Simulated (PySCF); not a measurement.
Cost against result

Saddle point of GaH4Cl, closed shell (GaH₃ + HCl → GaH₂Cl ([Cl][GaH2]) + H₂; bonds formed: Ga1–Cl6, H2–H5; bonds broken: Ga1–H2, H5–Cl6), PBE0-D4/def2-TZVP structure:

```xyz
6
angstrom
Ga -0.4328 0.5321 0.1570
H 0.4887 0.1982 -1.2089
H 0.2595 1.5647 1.0856
H -1.9168 0.1185 -0.0300
H 0.8053 -0.7613 -0.5874
Cl 0.7961 -1.6524 0.5837
```

Barriers are electronic and count from the start structure reached by relaxing down the imaginary mode.

Program: PySCF 2.14 with density fitting (its default auxiliary sets; JK sets also for MP2 and CCSD(T)). Basis: as named in each row. Cores are frozen in the correlated methods. Filled d shells of the heavier atoms are correlated. The def2 sets are not built for correlating such inner shells, so the correlated values are less sure here. B3LYP uses VWN-RPA correlation. Extrapolation: Hartree–Fock as exp(−7.88 √X), correlation as X^−2.97.

Times are rough, for one single point on 4 threads of a shared host (AMD EPYC 9B14).

The estimate by CCSD(T) at an estimated basis limit (MP2 extrapolated from triple and quadruple zeta, plus CCSD(T) − MP2 in triple zeta) is 7.91 kcal/mol.

```json
{"method": "HF", "basis": "STO-3G", "time (s)": "under 1", "barrier (kcal/mol)": "18.89", "method less estimate": "10.98"}
{"method": "B3LYP-D4", "basis": "6-31G", "time (s)": "2", "barrier (kcal/mol)": "6.05", "method less estimate": "-1.86"}
{"method": "MP2", "basis": "def2-QZVPP", "time (s)": "2", "barrier (kcal/mol)": "7.24", "method less estimate": "-0.68"}
{"method": "PBE0-D4", "basis": "def2-SVP", "time (s)": "2", "barrier (kcal/mol)": "4.56", "method less estimate": "-3.35"}
{"method": "SPW92", "basis": "def2-TZVPP", "time (s)": "3", "barrier (kcal/mol)": "-1.69", "method less estimate": "-9.60"}
{"method": "PBE-D4", "basis": "def2-SVP", "time (s)": "3", "barrier (kcal/mol)": "1.63", "method less estimate": "-6.28"}
{"method": "BHLYP-D4", "basis": "def2-TZVPP", "time (s)": "4", "barrier (kcal/mol)": "9.95", "method less estimate": "2.04"}
{"method": "B3LYP-D4", "basis": "def2-TZVPP", "time (s)": "4", "barrier (kcal/mol)": "6.76", "method less estimate": "-1.15"}
{"method": "PBE-D4", "basis": "def2-TZVPP", "time (s)": "4", "barrier (kcal/mol)": "2.19", "method less estimate": "-5.72"}
{"method": "BLYP-D4", "basis": "def2-TZVPP", "time (s)": "4", "barrier (kcal/mol)": "4.95", "method less estimate": "-2.96"}
{"method": "PBE0-D4", "basis": "def2-TZVPP", "time (s)": "4", "barrier (kcal/mol)": "4.79", "method less estimate": "-3.13"}
{"method": "CAM-B3LYP-D4", "basis": "def2-TZVPP", "time (s)": "4", "barrier (kcal/mol)": "8.26", "method less estimate": "0.35"}
{"method": "CCSD(T)", "basis": "def2-SVP", "time (s)": "4", "barrier (kcal/mol)": "11.47", "method less estimate": "3.56"}
{"method": "r2SCAN-D4", "basis": "def2-TZVPP", "time (s)": "6", "barrier (kcal/mol)": "3.38", "method less estimate": "-4.54"}
{"method": "CCSD(T)", "basis": "def2-TZVPP", "time (s)": "47", "barrier (kcal/mol)": "9.25", "method less estimate": "1.34"}
{"method": "wB97M-V", "basis": "def2-TZVPP", "time (s)": "81", "barrier (kcal/mol)": "8.63", "method less estimate": "0.72"}
```

All methods are single points on the PBE0-D4 structures; a negative value means that the method puts the saddle structure below the start.

The T1 diagnostic stays at or below 0.013.

Labels in which every atom is bracketed show which atoms are joined, not bond orders.
